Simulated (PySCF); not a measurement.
As (arsenic, neutral): UHF calculation

Configuration: [Ar] 3d10 4s2 4p3, high-spin 4S determinant. Computed with PySCF 2.14 in cc-pVDZ-PP with ECP10MDF, with a scalar-relativistic core potential.

```json
{
  "Total energy": "-331.197352 hartree",
  "One-electron energy": "-587.0220 hartree",
  "Hartree (Coulomb) energy": "281.5466 hartree",
  "Exchange energy": "-25.7220 hartree",
  "⟨S²⟩": "3.7509",
  "⟨L²⟩": "0.000",
  "Sum of ⟨r⟩": "23.08 bohr",
  "Sum of ⟨r²⟩": "39.94 bohr²",
  "Time after the integrals": "0.06 s of wall time on 1 thread of Intel(R) Xeon(R) Platinum 8375C CPU @ 2.90GHz (shared host)"
}
```

```tsv
shell	electrons	mean orbital energy (hartree)	rms radius, mean of both spins (bohr)
3s α	1	-8.09363	0.641
3s β	1	-8.07719	0.641
3p α	3	-6.00871	0.668
3p β	3	-5.98953	0.668
3d α	5	-2.07653	0.744
3d β	5	-2.06365	0.744
4s α	1	-0.83090	2.14
4s β	1	-0.57276	2.14
4p α	3	-0.36755	2.69
```

Energies and moments cover only the electrons outside the core potential.
